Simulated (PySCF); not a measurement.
C₆ coefficients of unlike pairs at B97-3

Calculated with PySCF 2.14 from the dipole response of each species, C₆(A,B) = (3/π) ∫ α_A(iu) α_B(iu) du, in atomic units, from isotropic polarisabilities. For ions this is the dispersion term alone; charge-induced terms of lower order in 1/R come first.

```csv
species,configuration,basis,relativity,α (bohr³),C₆ (like pair)
Os²⁺,[Xe] 4f14 5d6 (5D),def2-QZVPPD with the def2 core potential (60 electrons) (7s5p4d4f2g),core potential,11.01,69.97
Ga,[Ar] 3d10 4s2 4p1 (2P),dyall-av2z (16s12p8d),none,58.25,500.2
P,[Ne] 3s2 3p3 (4S),aug-cc-pwCVTZ (8s7p5d3f),none,26.77,200.3
V⁺,[Ar] 3d4 (5D),aug-cc-pwCVTZ-DK (10s9p7d4f3g),spin-free X2C,16.22,61.20
```

Problem. Estimate C₆ for Ga with Os²⁺.

Solution. The integral gives 153.7. The combination rule 2 C_A C_B / (C_A α_B/α_A + C_B α_A/α_B) gives 150.6 and the geometric mean 187.1.

No spin-orbit coupling is included.

The other pairs:

```tsv
pair	C₆
V⁺, P	109.0
V⁺, Ga	165.9
P, Os²⁺	109.9
P, Ga	304.7
V⁺, Os²⁺	62.74
```
